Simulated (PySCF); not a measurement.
An unknown gives this computed stick spectrum. Method used: TDDFT CAM-B3LYP/def2-SVPD, vertical, gas phase, core orbitals frozen in the response (PySCF). Geometries: GFN2-xTB, one conformer each.

| state | ν̃ (cm⁻¹) | f | main configurations (H = HOMO, L = LUMO) |
| --- | --- | --- | --- |
| S1 | 38580 | 0.0088 | H-1→L (98%) |
| S2 | 42320 | 0.260 | H→L (95%) |
| S3 | 50940 | 0.0000 | H→L+1 (56%), H→L+2 (19%) |
| S4 | 52970 | 0.0004 | H-2→L (42%), H-4→L (33%), H→L+2 (8%) |
| S5 | 55360 | 0.022 | H→L+2 (66%), H→L+1 (21%) |
| S6 | 59890 | 0.284 | H-1→L+1 (91%) |
| S7 | 61350 | 0.0078 | H→L+3 (71%), H→L+4 (14%) |
| S8 | 62460 | 0.0003 | H-2→L+5 (27%), H-4→L (19%), H-2→L (16%) |

Triplets computed (Tamm–Dancoff): 2.65, 3.87, 6.03 eV.

Question: Which structure fits? All have the formula C5H8NP.
A. `CCc1[nH]ccp1`
B. `C/C=P/CCC#N`
C. `CNp1cccc1`

Answer: B. Its S1 lies at 4.78 eV; the nearest of the others has S1 at 5.39 eV. S1 is HOMO-1→LUMO (98%). Löwdin shares by element: HOMO carbon 53% or more, phosphorus 36%; LUMO carbon 45% or more, phosphorus 42%. At the same level the other candidates give, for their lowest levels:
- `CCc1[nH]ccp1`: 5.39 eV (f 0.151); 5.64 eV (f 0.006); 5.89 eV (f 0.007); 6.03 eV (f 0.002); 6.32 eV (f 0.007); T1 3.50 eV; HOMO -7.26, LUMO 0.91 eV
- `CNp1cccc1`: 4.04 eV (f 0.013); 4.65 eV (f 0.075); 5.11 eV (f 0.053); 6.40 eV (f 0.001); 6.47 eV (f 0.009); T1 2.72 eV; HOMO -7.70, LUMO -0.36 eV

The values belong to the conformer `[CH3:1]/[CH:2]=[P:3]/[CH2:4][CH2:5][C:6]#[N:7]`: C2–P3–C4–C5 180°, P3–C4–C5–C6 180°.
